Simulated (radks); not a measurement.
Charge is removed step by step from the 3s down level of Cl, starting from [Ne] 3s(up 1, down 1) 3p5. All-electron calculation, scalar-relativistic Kohn-Sham, r2SCAN, spin-polarised, spherical densities, finite nucleus; open shells are filled with parallel spins first; meta-GGA in the generalised Kohn-Sham scheme; Fermi nuclear charge, rms radius 3.3654 fm. Program: a radial shooting solver on a logarithmic mesh with Libxc functionals.

removed (e)	E - E(0) (eV)	eigenvalue (eV)	E minus straight line (eV)
0	0.000	-20.902	0.000
0.125	2.693	-22.193	-0.579
0.25	5.548	-23.502	-0.996
0.375	8.568	-24.825	-1.248
0.5	11.755	-26.160	-1.334
0.625	15.108	-27.502	-1.252
0.75	18.630	-28.847	-1.003
0.875	22.319	-30.191	-0.585
1	26.177	-31.529	0.000

Removing the whole electron costs 26.177 eV by Delta-SCF, against 20.902 eV from minus the eigenvalue at the starting occupation. Slater's transition state (half an electron removed) gives 26.160 eV. Integrating minus the eigenvalue over the occupation (Janak's theorem) gives 26.179 eV. In this scalar-relativistic scheme the density is built from large components alone, so the theorem holds only approximately. The mean slope of the eigenvalue, de/dn, is 10.6 eV per electron.
